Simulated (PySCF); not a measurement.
C2H3ClF2Si, SMILES F[SiH](F)/C=C\Cl. Atoms are numbered in the order given.

```xyz
9

F      2.0586    -1.5975    -0.3622
Si     1.0660    -0.3184    -0.1629
F      1.1541     0.5588    -1.5337
C     -0.6435    -1.0092     0.0795
C     -1.7048    -0.2976     0.5024
Cl    -1.6353     1.4077     0.8431
H      1.5796     0.5167     0.9583
H     -0.8170    -2.0837    -0.1076
H     -2.7105    -0.7166     0.6699
```

The structure is a stationary point at PBE-D3(BJ)/def2-SVP. The structure was generated by enumeration; whether it is a known compound was not checked. Other conformers were not sampled.

Method: PySCF with M06-2X/def2-TZVP.

Atomic charges (e):

| atom | meta-Löwdin | Löwdin |
|---|---|---|
| F1 | -0.51 | -0.02 |
| Si2 | (withheld) | 0.14 |
| F3 | -0.51 | -0.01 |
| C4 | -0.43 | -0.31 |
| C5 | (withheld) | -0.45 |
| Cl6 | (withheld) | 0.38 |
| H7 | -0.11 | -0.03 |
| H8 | 0.15 | 0.16 |
| H9 | (withheld) | 0.14 |

Problem. Some entries are withheld; supply them. (An estimate is asked for; the answer gives what the named calculation found.)

Solution. 
- Si2, meta-Löwdin: 1.36
- C5, meta-Löwdin: -0.05
- Cl6, meta-Löwdin: -0.04
- H9, meta-Löwdin: 0.14

Problem. Give the Mayer and Wiberg (Löwdin basis) orders of the bonds. (The exact figures need the calculation; the answer reports its results.)

Solution. 
```
bond    Mayer  Wiberg
------  -----  ------
F1–Si2   1.06    1.66
Si2–F3   1.07    1.67
Si2–C4   0.98    1.09
C4–C5    1.83    2.15
C5–Cl6   1.12    1.71
Si2–H7   0.97    0.92
C4–H8    0.92    0.82
C5–H9    0.94    0.87
```
